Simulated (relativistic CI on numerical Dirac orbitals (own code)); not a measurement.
**Sensitivity of the levels of Pm43+ to α and to the nuclear radius**

Calculated at this level of theory: Dirac-Coulomb-Breit CI, KLI orbitals optimised for each configuration, derivatives by finite differences, unscaled Slater integrals, QED left out (own radial code, finite nucleus).

CI space (outside the closed core [Ne]): 3s²3p⁶, 3s²3p⁵3d, 3s3p⁶3d, 3p⁶3d², 3p⁵3d³. Double excitations out of closed p, d and f shells are left out; levels of such configurations are missing from the list, as are those of other unlisted configurations, and high levels can miss mixing partners.

With x = (α/α₀)² − 1 an excitation energy changes as ω = ω₀ + qx; K = 2q/ω₀ is the relative enhancement. Terms are leading LS components, so labels can repeat. The field-shift factor is F = δν/δ⟨r²⟩ for the transition from the lowest level.

Lowest level 3s²3p⁶ ¹S0.

```csv
Level,ω₀ (cm⁻¹),q (cm⁻¹),K,F (GHz/fm²)
3s²3p⁵3d ³P°0,1486653,56840,0.0765,6.71
3s²3p⁵3d ³P°1,1547659,75820,0.098,6.94
3s²3p⁵3d ³F°3,1588984,55410,0.0697,6.85
3s²3p⁵3d ³D°2,1612922,61480,0.0762,6.91
3s²3p⁵3d ³F°4,1793090,305700,0.341,10.1
3s²3p⁵3d ¹D°2,1825416,311800,0.342,9.71
3s²3p⁵3d ³D°3,1901027,308900,0.325,10.3
3s²3p⁵3d ³D°1,2076945,362200,0.349,5.34
3s²3p⁵3d ³F°2,2668515,1.3e+06,0.974,-63.6
3s²3p⁵3d ³P°2,2927116,1.553e+06,1.06,-60.2
3s²3p⁵3d ¹P°1,2940665,1.255e+06,0.854,-58.8
3s²3p⁵3d ³F°3,2958643,1.557e+06,1.05,-60.6
3s3p⁶3d ³D1,4010782,1.479e+06,0.738,-1960
3s3p⁶3d ³D2,4047428,1.492e+06,0.737,-1960
3s3p⁶3d ³D3,4261056,1.732e+06,0.813,-1950
3s3p⁶3d ¹D2,4354603,1.733e+06,0.796,-1970
3p⁶3d² ³F2,8124464,2.966e+06,0.73,-3920
3p⁶3d² ³P0,8270902,2.985e+06,0.722,-3920
3p⁶3d² ³F3,8351553,3.214e+06,0.77,-3920
3p⁶3d² ³P2,8425380,3.211e+06,0.762,-3910
3p⁶3d² ¹G4,8436711,3.229e+06,0.765,-3910
3p⁶3d² ³P1,8452888,3.22e+06,0.762,-3910
3p⁶3d² ³F4,8640343,3.449e+06,0.798,-3910
```

At this charge energies of transitions that change n are usually good to better than 1 %, and those within a shell (Δn = 0) to a few per cent.
